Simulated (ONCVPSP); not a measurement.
# gold: ONCV pseudisation with PBE, scalar-relativistic reference atom.

ONCVPSP 4.0.1 input, shortened (lines: element, Z, core and valence counts, functional; n l f; lmax; l rc ep ncon nbas qcut; lloc lpopt rc5 dvloc0; l nproj debl; icmod fcfact rcfact), PBE, scalar-relativistic:

```
  Au 79.00   10    3        4      upf
    1    0    2.00
    2    0    2.00
    2    1    6.00
    3    0    2.00
    3    1    6.00
    3    2   10.00
    4    0    2.00
    4    1    6.00
    4    2   10.00
    4    3   14.00
    5    0    2.00
    5    1    6.00
    5    2   10.00
    2
    0    0.90    0.00    4    7    9.40
    1    1.45    0.00    3    7   10.30
    2    1.65    0.00    4    9   10.90
    4    5    0.80    0.00
    0    1    0.30
    1    1    4.00
    2    2    0.70
    3    1.75    1.60
```

All-electron outer shells of the reference configuration (PBE, scalar-relativistic, ld1.x):

```json
{"shell": "4f", "level (eV)": "-89.58", "outermost node (bohr)": "–", "outermost maximum (bohr)": "0.37"}
{"shell": "5p", "level (eV)": "-68.34", "outermost node (bohr)": "0.52", "outermost maximum (bohr)": "0.96"}
{"shell": "5d", "level (eV)": "-15.33", "outermost node (bohr)": "0.56", "outermost maximum (bohr)": "1.21"}
```

Does the generator finish with these settings?

No. ONCVPSP 4.0.1 stopped with "ERROR pspot: first pseudo wave function has node, program will stop": the optimised pseudo-wave of the first projector has a node, so the radial equation cannot be inverted for a potential. It happened in the s channel.
